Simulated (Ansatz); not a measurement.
Born–Oppenheimer molecular dynamics of F₃H₃Si₂ (8 atoms, charge 0, multiplicity 1). It starts from a relaxed structure.

Level of theory: Ansatz 0.2.0, RKS B3LYP-D4/6-31G*.

```yaml
ensemble: NVE (velocity Verlet)
time_step: 0.5 fs
steps_asked: 150
starting_velocities_drawn_for: 700 K
seed: 167008
```

Frames 0.5 fs apart, positions in Å, forces in eV/Å.

Velocities at 0 fs (Å/ps):

```
Si 1.50 -1.04 1.36
Si -1.58 -1.78 -3.54
H -21.43 -2.13 -43.95
H 28.36 21.17 0.67
H 22.83 54.70 -34.48
F 2.29 -1.45 1.77
F -2.09 -2.65 5.48
F -1.66 4.37 0.10
```

```xyz
8
Properties=species:S:1:pos:R:3:forces:R:3 time_fs=0 energy_less_start_eV=0.000 T=700
Si 0.000 0.000 -0.029 0.00 0.00 0.02
Si 0.000 0.000 2.296 0.00 0.00 -0.01
H -1.387 -0.207 2.783 0.00 0.00 0.00
H 0.873 -1.098 2.783 0.00 0.00 0.00
H 0.514 1.305 2.783 0.00 0.00 0.00
F 1.472 0.201 -0.620 0.00 0.00 -0.01
F -0.909 1.175 -0.621 0.00 0.00 0.00
F -0.562 -1.375 -0.621 0.00 0.00 0.00
8
Properties=species:S:1:pos:R:3:forces:R:3 time_fs=0.5 energy_less_start_eV=0.007 T=691
Si 0.001 -0.001 -0.029 0.04 0.02 0.02
Si -0.001 -0.001 2.294 0.14 0.37 0.06
H -1.398 -0.208 2.761 0.08 0.01 0.04
H 0.887 -1.088 2.783 -0.05 0.01 0.01
H 0.526 1.333 2.766 -0.18 -0.37 -0.09
F 1.474 0.200 -0.619 -0.01 0.00 -0.01
F -0.911 1.173 -0.618 0.00 0.02 -0.01
F -0.563 -1.373 -0.621 -0.02 -0.06 -0.03
8
Properties=species:S:1:pos:R:3:forces:R:3 time_fs=1 energy_less_start_eV=0.026 T=666
Si 0.002 -0.001 -0.028 0.08 0.05 0.03
Si -0.001 -0.002 2.293 0.26 0.69 0.11
H -1.409 -0.209 2.739 0.15 0.02 0.08
H 0.901 -1.077 2.784 -0.10 0.02 0.03
H 0.537 1.359 2.748 -0.34 -0.70 -0.15
F 1.475 0.199 -0.618 -0.02 0.01 -0.02
F -0.912 1.172 -0.616 0.00 0.04 -0.02
F -0.564 -1.371 -0.621 -0.03 -0.12 -0.06
8
Properties=species:S:1:pos:R:3:forces:R:3 time_fs=1.5 energy_less_start_eV=0.055 T=629
Si 0.002 -0.002 -0.027 0.11 0.07 0.03
Si -0.002 -0.003 2.291 0.36 0.96 0.14
H -1.419 -0.210 2.717 0.23 0.03 0.12
H 0.915 -1.066 2.784 -0.15 0.03 0.04
H 0.547 1.384 2.731 -0.47 -0.98 -0.19
F 1.476 0.198 -0.617 -0.03 0.01 -0.02
F -0.913 1.171 -0.613 0.00 0.05 -0.02
F -0.565 -1.369 -0.621 -0.05 -0.17 -0.09
8
Properties=species:S:1:pos:R:3:forces:R:3 time_fs=2 energy_less_start_eV=0.090 T=585
Si 0.003 -0.002 -0.027 0.15 0.09 0.04
Si -0.003 -0.003 2.289 0.45 1.18 0.14
H -1.428 -0.211 2.696 0.30 0.04 0.16
H 0.929 -1.056 2.785 -0.19 0.03 0.05
H 0.556 1.406 2.712 -0.59 -1.20 -0.21
F 1.477 0.198 -0.617 -0.04 0.01 -0.03
F -0.914 1.169 -0.610 -0.01 0.07 -0.03
F -0.565 -1.367 -0.621 -0.07 -0.23 -0.12
8
Properties=species:S:1:pos:R:3:forces:R:3 time_fs=2.5 energy_less_start_eV=0.128 T=537
Si 0.004 -0.003 -0.026 0.18 0.11 0.04
Si -0.003 -0.004 2.287 0.51 1.36 0.13
H -1.437 -0.212 2.675 0.36 0.04 0.21
H 0.942 -1.045 2.785 -0.24 0.04 0.06
H 0.564 1.426 2.693 -0.68 -1.37 -0.21
F 1.478 0.197 -0.616 -0.04 0.02 -0.04
F -0.915 1.168 -0.607 -0.01 0.09 -0.04
F -0.566 -1.365 -0.621 -0.08 -0.28 -0.15
8
Properties=species:S:1:pos:R:3:forces:R:3 time_fs=3 energy_less_start_eV=0.164 T=490
Si 0.005 -0.003 -0.025 0.21 0.13 0.05
Si -0.004 -0.004 2.286 0.57 1.49 0.10
H -1.445 -0.212 2.654 0.41 0.05 0.25
H 0.954 -1.034 2.786 -0.29 0.04 0.07
H 0.570 1.442 2.674 -0.75 -1.50 -0.20
F 1.479 0.196 -0.615 -0.05 0.02 -0.04
F -0.916 1.167 -0.605 -0.01 0.11 -0.04
F -0.567 -1.363 -0.621 -0.10 -0.34 -0.18
8
Properties=species:S:1:pos:R:3:forces:R:3 time_fs=3.5 energy_less_start_eV=0.196 T=448
Si 0.005 -0.004 -0.025 0.25 0.15 0.05
Si -0.005 -0.005 2.284 0.61 1.59 0.06
H -1.452 -0.213 2.634 0.45 0.05 0.29
H 0.966 -1.023 2.787 -0.33 0.04 0.08
H 0.574 1.455 2.654 -0.81 -1.58 -0.17
F 1.480 0.196 -0.614 -0.06 0.02 -0.05
F -0.917 1.165 -0.602 -0.01 0.12 -0.05
F -0.568 -1.360 -0.621 -0.11 -0.39 -0.21
8
Properties=species:S:1:pos:R:3:forces:R:3 time_fs=4 energy_less_start_eV=0.223 T=414
Si 0.006 -0.004 -0.024 0.27 0.16 0.05
Si -0.005 -0.005 2.282 0.64 1.65 0.01
H -1.458 -0.214 2.615 0.48 0.05 0.33
H 0.977 -1.012 2.788 -0.36 0.04 0.08
H 0.576 1.464 2.634 -0.84 -1.62 -0.14
F 1.482 0.195 -0.613 -0.06 0.03 -0.06
F -0.918 1.164 -0.599 -0.01 0.14 -0.06
F -0.569 -1.358 -0.621 -0.12 -0.44 -0.23
8
Properties=species:S:1:pos:R:3:forces:R:3 time_fs=4.5 energy_less_start_eV=0.243 T=389
Si 0.007 -0.004 -0.023 0.30 0.17 0.05
Si -0.006 -0.005 2.281 0.67 1.68 -0.04
H -1.463 -0.214 2.597 0.50 0.05 0.37
H 0.987 -1.001 2.789 -0.39 0.03 0.09
H 0.577 1.469 2.614 -0.86 -1.63 -0.09
F 1.483 0.194 -0.612 -0.07 0.03 -0.06
F -0.919 1.163 -0.597 -0.01 0.16 -0.06
F -0.570 -1.357 -0.621 -0.14 -0.48 -0.26
8
Properties=species:S:1:pos:R:3:forces:R:3 time_fs=5 energy_less_start_eV=0.255 T=373
Si 0.008 -0.005 -0.022 0.32 0.17 0.05
Si -0.006 -0.005 2.279 0.68 1.68 -0.11
H -1.467 -0.214 2.579 0.50 0.05 0.42
H 0.996 -0.990 2.791 -0.41 0.01 0.10
H 0.575 1.470 2.593 -0.86 -1.59 -0.04
F 1.484 0.193 -0.611 -0.07 0.03 -0.07
F -0.920 1.162 -0.594 0.00 0.17 -0.07
F -0.571 -1.355 -0.621 -0.15 -0.52 -0.28
8
Properties=species:S:1:pos:R:3:forces:R:3 time_fs=5.5 energy_less_start_eV=0.260 T=367
Si 0.009 -0.005 -0.022 0.34 0.17 0.05
Si -0.006 -0.005 2.277 0.69 1.65 -0.18
H -1.469 -0.214 2.563 0.49 0.04 0.46
H 1.004 -0.978 2.793 -0.43 -0.01 0.11
H 0.571 1.467 2.572 -0.85 -1.52 0.02
F 1.485 0.193 -0.611 -0.07 0.04 -0.08
F -0.921 1.161 -0.591 0.00 0.19 -0.07
F -0.572 -1.353 -0.621 -0.16 -0.56 -0.30
```

Of the whole run (75 fs, mean temperature of the second half 338 K): The conserved energy stayed within 0.24 meV per atom of its start (net change 0.026 meV per atom), so the integration is sound. Over the second half the temperature averaged 0.48 of the 700 K drawn at the start: a run that starts near a minimum puts about half its kinetic energy into the potential. A run of 0.075 ps of so small a system gives no equilibrium averages.

Run time: 16 min on 1 thread of Arm Neoverse N1 (shared host), peak memory 0.18 GiB.
